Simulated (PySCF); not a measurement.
CH7ClFNSi2, SMILES [SiH3]N[Si@@](F)(Cl)C. Atoms are numbered in the order given.

```xyz
13

C      1.7481    -0.6976    -0.7840
Si     0.4639     0.3068     0.0821
F      0.5580     1.8265    -0.4839
Cl     0.8655     0.4561     2.1008
N     -1.1295    -0.3073    -0.0637
Si    -1.9119    -1.0969    -1.4112
H      1.7593    -1.7291    -0.4029
H      2.7409    -0.2532    -0.6200
H      1.5613    -0.7259    -1.8682
H     -1.7270    -0.0959     0.7330
H     -0.8895    -1.2493    -2.4861
H     -2.4282    -2.4457    -1.0265
H     -3.0613    -0.2961    -1.9313
```
Charge 0, spin multiplicity 1.

The structure is a stationary point at PBE0-D3(BJ)/def2-SVP. The structure was generated by enumeration; whether it is a known compound was not checked. Other conformers were not sampled.

Two levels are set side by side: PBE/pcSseg-1 (PySCF) and PBE0/pcSseg-1 (PySCF). GIAO shifts against CFCl3 (¹⁹F), HCl (³⁵Cl), NH3 (¹⁵N), TMS (²⁹Si), TMS (¹H), TMS (¹³C) at the same level; non-relativistic, no solvent, atoms listed together averaged. Without spin–orbit terms, shifts of atoms bonded to Cl or Br come out too high at both levels. Differences are taken from unrounded values.

| quantity | PBE0 | PBE | PBE minus PBE0 |
|---|---|---|---|
| δ(¹³C) of C1 (ppm) | 0.8 | 0.7 | 0.0 |
| δ(²⁹Si) of Si2 (ppm) | 2.9 | 3.3 | 0.4 |
| δ(¹⁹F) of F3 (ppm) | -117.1 | -129.8 | -12.7 |
| δ(³⁵Cl) of Cl4 (ppm) | 62.9 | 81.1 | 18.2 |
| δ(¹⁵N) of N5 (ppm) | 39.2 | 46.4 | 7.1 |
| δ(²⁹Si) of Si6 (ppm) | -54.8 | -57.9 | -3.1 |
| δ(¹H) of H10 (ppm) | 0.91 | 0.89 | -0.02 |

Rough cost on one machine, each run with all the roots and properties that it gave: PBE0 against PBE within a factor of 2.
